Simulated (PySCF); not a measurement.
**BiCl⁺, CCSD(T): how much the basis matters**

PySCF, UHF reference; doublet, unpaired electrons π ↑; De to Bi⁺ + Cl without counterpoise correction. Frozen cores follow the default of each basis and core potential.

| basis | relativity | functions | Re (Å) | ωe (cm⁻¹) | De (eV) | frozen orbitals |
| --- | --- | --- | --- | --- | --- | --- |
| def2-SVP | scalar-relativistic core potentials | 44 | 2.391 | 390 | n/a | 9 |
| cc-pVDZ-PP/cc-pV(D+d)Z | scalar-relativistic core potentials | 46 | 2.384 | 384 | n/a | 9 |
| def2-SVPD | scalar-relativistic core potentials | 59 | 2.403 | 382 | n/a | 9 |

Task: How does each smaller set differ from the one with most functions, def2-SVPD?

Result: def2-SVP: -1.2 pm, +2.1 % in ωe; cc-pVDZ-PP/cc-pV(D+d)Z: -1.9 pm, +0.5 % in ωe. All at CCSD(T); the set with most functions is neither the basis-set limit nor always the best.

Correlated steps freeze 9 core orbitals. Spin–orbit coupling is left out, which matters for elements this heavy, above all for dissociation energies. The state is the lowest determinant that a PBE0 search found; another state may lie lower at other levels.
